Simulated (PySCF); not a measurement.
Cyclo-(F2GeO)5.
Bonds: Ge1–F2, Ge1–F3, Ge1–O4, Ge1–O20, O4–Ge5, Ge5–F6, Ge5–F7, Ge5–O8, O8–Ge9, Ge9–F10, Ge9–F11, Ge9–O12, O12–Ge13, Ge13–F14, Ge13–F15, Ge13–O16, O16–Ge17, Ge17–F18, Ge17–F19, Ge17–O20.

Computed with PBE0-D3(BJ)/def2-SVP geometry optimisation, gas phase (PySCF 2.14.0).

(1) Give the optimised bond lengths and angles.

Answers

(1) 
```csv
bond,length (Å)
Ge1–F2 and 5 like bonds,1.700
Ge1–F3,1.716
Ge1–O4,1.747
"Ge1–O20, Ge13–O16",1.728
"O4–Ge5, Ge9–O12",1.757
"Ge5–F6, Ge9–F10, Ge13–F14",1.709
Ge5–O8 and 4 like bonds,1.740
```

Bonds in one row agree within 0.01 Å and their mean is given. A selection of angles:
```csv
angle,degrees
F2–Ge1–F3,107.6
F2–Ge1–O4,112.0
F2–Ge1–O20,109.2
F3–Ge1–O4,105.8
O4–Ge1–O20,110.9
Ge1–O4–Ge5,124.5
O4–Ge5–F6,108.0
Ge5–O8–Ge9,132.0
Ge13–O16–Ge17,135.6
O16–Ge17–O20,113.5
F18–Ge17–F19,108.6
```

Dihedral angles: F2–Ge1–O4–Ge5 -86° (synclinal); F2–Ge1–O20–Ge17 -126° (anticlinal); Ge1–O4–Ge5–F6 52° (synclinal); O4–Ge5–O8–Ge9 -10° (synperiplanar); Ge5–O8–Ge9–F10 -127° (anticlinal); O8–Ge9–O12–Ge13 -66° (synclinal); Ge9–O12–Ge13–F14 30°; O12–Ge13–O16–Ge17 0° (synperiplanar); Ge13–O16–Ge17–F18 -153° (antiperiplanar); O16–Ge17–O20–Ge1 -29° (synperiplanar).

Ge1 (germanium bonded to 2 F and 2 O) is distorted tetrahedral (angles from 105.8° to 112.0°). Of the pairs four or more bonds apart, F3···O12 is among the closest relative to their van der Waals radii: 3.02 Å, 101 % of the sum of Bondi's values. O4 (oxygen bonded to 2 Ge) is bent (angle 124.5°). The 10 Ge–O bonds span 1.728 Å (Ge1–O20) to 1.757 Å (O4–Ge5), a spread of 0.029 Å.

Point group: C2 (every atom within 0.08 Å of its image). No frequency check. The numbers are those of one conformer.
